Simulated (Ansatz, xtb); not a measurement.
Molecule: TlI, charge -1, multiplicity 2. SMILES of the parent species: [I][Tl]
Geometry from a B3LYP-D3(BJ)/def2-TZVP (Ansatz, a first-principles code) optimisation:
```
Tl
I 1 3.1505
```
Charge -1, spin multiplicity 2.

Harmonic wavenumbers from GFN2-xTB (xtb, at its own minimum), cm⁻¹: 134.

Task: Give the harmonic wavenumbers at B3LYP-D3(BJ)/def2-TZVP (Ansatz, finite differences of forces, unscaled).

Result: 88 cm⁻¹. Zero-point energy 0.1 kcal/mol.

Task: From these and the geometry, give the ideal-gas thermochemistry at 298.15 K and 1 atm (rigid rotor, harmonic oscillator).

Result: Point group C∞v, rotational symmetry number 1. Rotational constants 0.6503, 0.6503 GHz. S(trans) 43.29, S(rot) 20.20, S(vib) 3.70, S(elec, spin only) 1.38, S 68.6 cal/(mol K). H(298) - H(0) 2.55 kcal/mol; G - E(el) -17.8 kcal/mol.
